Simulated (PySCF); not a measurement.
Isomers of C5H5F. Gas-phase values, no solvent. One relaxed conformer stands for each flexible species; it need not be the lowest. Strings in code marks are SMILES.

Level of theory: TPSSh-D3(BJ)/def2-TZVP // B3LYP-D3(BJ)/def2-TZVP (PySCF). Excitations are Tamm–Dancoff values on a coarser integration grid. The basis has no diffuse functions, so Rydberg states are missing or too high.

```csv
species,S1 excitation (TDA) (eV),brightest of the four lowest singlets (TDA) (eV),S1 oscillator strength
`C#C/C=C/CF`,5.15,5.72,0.000
`C#C/C=C\CF`,5.22,5.74,0.005
`C#CC1(F)CC1`,5.85,–,0.000
`C1C=CC=C1F`,5.28,5.28,0.113
`CC(F)=C1C=C1`,3.72,–,0.012
`FC1C=CC=C1`,4.73,4.73,0.067
`FC1C=C(C)C=1`,3.11,–,0.002
`C#C/C=C(/F)C`,5.63,5.87,0.000
```
